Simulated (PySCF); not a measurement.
GaSe₂, doublet: computed properties

Level of theory: UPBE0 in PySCF with Ga def2-SVP, Se def2-SVP; no relativity; density-fitted integrals.

The structure is a minimum.

Coordinates in bohr (charge 0 multiplicity 2):
```
Ga   -0.1433    0.0000   -3.1305
Se   -2.0835    0.0000    1.4481
Se    2.2071    0.0000    1.2517
```

```
Point group                                                                   : C2v
Bond lengths                                                                  : Ga–Se 2.631 Å (×2), Se–Se 2.273 Å
Bond angles                                                                   : Ga–Se–Se 64.4° (×2), Se–Ga–Se 51.2°
Principal polarisabilities                                                    : 47.9, 87.2, 98.5 bohr³
Enthalpy at 298.15 K above 0 K                                                : 14.13 kJ/mol
Lowest empty level (β)                                                        : -3.83 eV
Highest occupied level (β)                                                    : -6.67 eV
Principal quadrupole moments (Buckingham, traceless) about the centre of mass : -2.79, 1.30, 1.50 D Å
Atomisation energy without zero-point energy                                  : 632 kJ/mol
Heat capacity Cp at 298.15 K                                                  : 55.6 J/(mol K)
Rotational symmetry number                                                    : 2
Spin squared ⟨S²⟩                                                             : 0.756
Dipole moment                                                                 : 1.26 D
Entropy at 298.15 K and 1 bar (electronic part: spin only)                    : 322.4 J/(mol K)
Rotational constants                                                          : 0.08167, 0.06214, 0.03529 cm⁻¹
Zero-point energy                                                             : 4.0 kJ/mol
```

Harmonic modes (masses in u: Ga 68.926, Se 79.917):
| symmetry | ω (cm⁻¹) | IR (km/mol) | μ (u) |
| --- | --- | --- | --- |
| b2 | 129 | 2.3 | 76.25 |
| a1 | 204 | 31.7 | 71.99 |
| a1 | 344 | 1.5 | 79.81 |

In C2v the vibrations span b2 + 2a1. Here b1 is antisymmetric to the molecular plane and b2 lies in it.

Charges (e):
```tsv
atom	Mulliken	Löwdin	polar tensor	spin (Mulliken)	Mayer order to Ga1
Ga1	0.26	-0.07	0.56	-0.05	–
Se2,3	-0.13	0.04	-0.28	0.53	0.62
```
Other Mayer orders above 0.3: Se–Se 1.47.

Mulliken populations on Ga1: s 7.96, p 12.72, d 10.07.

Other isomers or separated fragments may lie lower.

The final relaxation and frequency run took 67 s on 2 threads of a shared Arm Neoverse V1 host, with 96 basis functions and 9 gradients; the process peaked at 1 GiB. Launch command: `OMP_NUM_THREADS=2 python axn.py task.json out`.
